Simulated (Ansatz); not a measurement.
Ansatz (a quantum-chemistry and plane-wave program) input (CCSD(T)/aug-cc-pV(D+d)Z):
A basis named .json is the Basis Set Exchange file of that set.

Ansatz 0.2 input:
```yaml
crystal:
  periodic: [false, false, false]
  atoms:
    - {symbol: Si, position_ang: [-0.00000000, -0.00000000, -1.03359826]}
    - {symbol: S, position_ang: [0.00000000, 0.00000000, 0.90439848]}
basis:
  gaussian:
    orbitals: aug-cc-pV_D+d_Z.json
magnetization: {spin_polarized: false}
correlation: {method: ccsd_t, electrons: outside_noble_gas}
output: {forces: true}
```

End of the output:

```
cycle   2  -6.45630862 eV  change   -2.3e-1 eV  update   3.2e-2
cycle   3  -6.53489159 eV  change   -7.9e-2 eV  update   2.0e-2
cycle   4  -6.52923715 eV  change    5.7e-3 eV  update   5.1e-3
cycle   5  -6.52943537 eV  change   -2.0e-4 eV  update   1.9e-3
cycle   6  -6.52920665 eV  change    2.3e-4 eV  update   5.4e-4
cycle   7  -6.52917331 eV  change    3.3e-5 eV  update   1.4e-4
cycle   8  -6.52919826 eV  change   -2.5e-5 eV  update   4.4e-5
cycle   9  -6.52919114 eV  change    7.1e-6 eV  update   1.2e-5
cycle  10  -6.52918605 eV  change    5.1e-6 eV  update   3.3e-6
perturbative correction -0.35447239 eV, -0.0130266202 hartree
the calculation of the forces begins
Total energy: -18687.24199375 eV, -686.7434766026 hartree
Atom 0 at    -0.000000    -0.000000    -1.033598 Å, force     0.000000    -0.000000    -0.801402 eV/Å
Atom 1 at     0.000000     0.000000     0.904398 Å, force    -0.000000    -0.000000     0.801402 eV/Å
Dipole moment:     0.000000    -0.000000    -0.330369 e Å
```
